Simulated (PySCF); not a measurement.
PySCF 2.14 output of an unrestricted r2SCAN calculation on a single atom or ion in def2-TZVP (6s4p4d1f, 45 functions), with no relativity, point nucleus:

```
SCF conv_tol = 1e-09
number electrons alpha = 11  beta = 9
    J. W. Furness, A. D. Kaplan, J. Ning, J. P. Perdew, and J. Sun.,  J. Phys. Chem. Lett. 11, 8208-8215 (2020)
    J. W. Furness, A. D. Kaplan, J. Ning, J. P. Perdew, and J. Sun.,  J. Phys. Chem. Lett. 11, 9248-9248 (2020)
    J. W. Furness, A. D. Kaplan, J. Ning, J. P. Perdew, and J. Sun.,  J. Phys. Chem. Lett. 11, 8208-8215 (2020)
    J. W. Furness, A. D. Kaplan, J. Ning, J. P. Perdew, and J. Sun.,  J. Phys. Chem. Lett. 11, 9248-9248 (2020)
cycle= 1 E= -760.332802697846  delta_E= -0.00543  |g|= 0.0285  |ddm|= 0.372
cycle= 2 E= -760.339246772868  delta_E= -0.00644  |g|= 0.0839  |ddm|= 1.09
cycle= 3 E= -760.339108935962  delta_E= 0.000138  |g|= 0.0846  |ddm|= 0.0202
cycle= 4 E= -760.328538967369  delta_E= 0.0106  |g|= 0.175  |ddm|= 0.101
cycle= 5 E= -760.336322211714  delta_E= -0.00778  |g|= 0.0475  |ddm|= 1.23
cycle= 6 E= -760.33523710179  delta_E= 0.00109  |g|= 0.0443  |ddm|= 0.143
cycle= 7 E= -760.335377662439  delta_E= -0.000141  |g|= 0.0444  |ddm|= 0.014
cycle= 8 E= -760.335358268505  delta_E= 1.94e-05  |g|= 0.0409  |ddm|= 0.013
cycle= 9 E= -760.337458799687  delta_E= -0.0021  |g|= 0.0436  |ddm|= 0.987
cycle= 10 E= -760.335081450121  delta_E= 0.00238  |g|= 0.0402  |ddm|= 0.971
cycle= 11 E= -760.335310873785  delta_E= -0.000229  |g|= 0.0441  |ddm|= 0.0346
cycle= 12 E= -760.332177756111  delta_E= 0.00313  |g|= 0.0106  |ddm|= 0.392
cycle= 13 E= -760.332509045094  delta_E= -0.000331  |g|= 0.0132  |ddm|= 0.359
cycle= 14 E= -760.331877670215  delta_E= 0.000631  |g|= 0.00515  |ddm|= 0.111
cycle= 15 E= -760.331720031643  delta_E= 0.000158  |g|= 0.00145  |ddm|= 0.0921
cycle= 16 E= -760.331720549258  delta_E= -5.18e-07  |g|= 0.000644  |ddm|= 0.00655
cycle= 17 E= -760.331720761016  delta_E= -2.12e-07  |g|= 0.000139  |ddm|= 0.00183
cycle= 18 E= -760.331720709059  delta_E= 5.2e-08  |g|= 3.99e-05  |ddm|= 0.00245
cycle= 19 E= -760.331720701656  delta_E= 7.4e-09  |g|= 1.06e-05  |ddm|= 0.000472
cycle= 20 E= -760.331720700967  delta_E= 6.89e-10  |g|= 6.49e-07  |ddm|= 0.000193
converged SCF energy = -760.331720700967  <S^2> = 2.0007359  2S+1 = 3.0004906
```

The run itself started from symmetry-adapted Hartree-Fock orbitals and held the occupation by maximum overlap, on a logarithmic radial grid, so the iterations belong to that start.

**Question.** Which element, charge and spin multiplicity is this?

**Answer.** Sc⁺ (scandium, charge +1), multiplicity 3; the state was [Ar] 3d1 4s1, high-spin 3D determinant.
